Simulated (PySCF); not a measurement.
A GIAO shielding run with PySCF (density fitting, non-relativistic, gas phase) on `InChI=1S/C5H10F2Si/c6-5(7)4-2-1-3-8-4/h4-5H,1-3,8H2/t4-/m0/s1`:

```
{"job": {"kind": "nmr", "xc": "PBE0", "basis": "pcSseg-1"}, "charge": 0, "multiplicity": 1}
F      1.570988    -0.057296    -2.082790
C      2.007049    -0.306279    -0.819378
F      3.003210     0.591768    -0.592712
C      0.898494    -0.142214     0.189595
C     -0.201856    -1.190370    -0.000011
C     -1.447045    -0.689866     0.726906
C     -1.727800     0.741761     0.260246
Si    -0.010069     1.548580     0.074546
H      2.467667    -1.308708    -0.830272
H      1.357563    -0.267792     1.173575
H     -0.423033    -1.285460    -1.065699
H      0.106826    -2.171003     0.370373
H     -1.256134    -0.692000     1.802205
H     -2.297472    -1.346771     0.536502
H     -2.387920     1.254711     0.956027
H     -2.242391     0.716952    -0.700512
H      0.380187     2.400416     1.199900
H      0.192979     2.209888    -1.210156
```

Hardware: 1 thread of an Arm Neoverse N1, shared host. The job also computes population analyses, field gradients, ring-centre shieldings.

**Question.** How large is the calculation?

**Answer.** 72 electrons, 193 basis functions and 1022 auxiliary functions.

**Question.** How long does it take?

**Answer.** 49 s of wall time, with 13 SCF cycles and 4 response iterations. Times on a shared host scatter by some tens of per cent.
